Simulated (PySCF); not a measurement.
AgCl, SMILES [Cl][Ag], multiplicity 1.

Geometry: B3LYP-D3(BJ)/def2-TZVPD. The spin state was assumed, not searched. The def2 effective core potentials stand for the cores of Ag; spin–orbit coupling is left out.

Level of theory: B3LYP/def2-TZVPD run with PySCF.

Isolated molecule, no solvent.

```yaml
total_energy: -607.30400 hartree
point_group: C∞v
highest_occupied_level: -7.39 eV
lowest_empty_level: -3.67 eV
orbital_gap: 3.72 eV
dipole_moment: 5.60 D
quadrupole, principal values (traceless, Buckingham form, about the centre of nuclear charge): -1.11, 0.56, 0.56 D·Å
mean_static_polarisability: 42.8 bohr³ (6.35 Å³)
polarisability_principal_values: 35.1, 35.1, 58.4 bohr³
```
